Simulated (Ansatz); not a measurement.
Coupled-cluster diagnostics for Li3Al3 (the lowest singlet isomer of a short search), Ansatz.

Geometry of the singlet (PBE-D4/def2-SVP):

```xyz
6

Li   -0.5966   -1.6278   -0.6959
Li    2.5244   -0.1958   -1.3727
Li   -1.9455    1.1705    0.2705
Al   -1.1031   -0.4013    2.2939
Al    0.9317   -0.0241    0.8599
Al    0.1890    1.0785   -1.3556
```

Correlated methods freeze 15 core orbitals; core or outer-core shells of Li are correlated, in sets that lack core-valence functions. The structure comes from a short search, and lower isomers may exist.

**Question.** Estimate the CCSD(T) correlation energy, the shares of MP2 and (T), T1 and the reference's ⟨S²⟩ for: charge 0, singlet, own geometry in def2-TZVPP; charge 0, singlet, own geometry in def2-TZVPD; and the rough time on 4 threads of Arm Neoverse V1 on a shared host.

**Answer.** 
```csv
state,basis,correlation (eV),MP2 share (%),(T) share (%),T1,⟨S²⟩ (pure),wall time,remarks
"charge 0, singlet, own geometry",def2-TZVPP,-11.969,85.6,7.8,0.041,0.00 (0.00),23 s,"large T1 (0.041), restricted SCF unstable"
"charge 0, singlet, own geometry",def2-TZVPD,-11.867,85.3,7.8,0.042,0.00 (0.00),23 s,"large T1 (0.042), restricted SCF unstable"
```
Customary marks for T1 are 0.02 (closed shells), 0.045 (open shells) and about 0.05 (3d metals). T1 exceeds 0.02 in 2 of 2 rows and 0.045 in 0; the higher it lies, the less the single-reference result can be trusted.
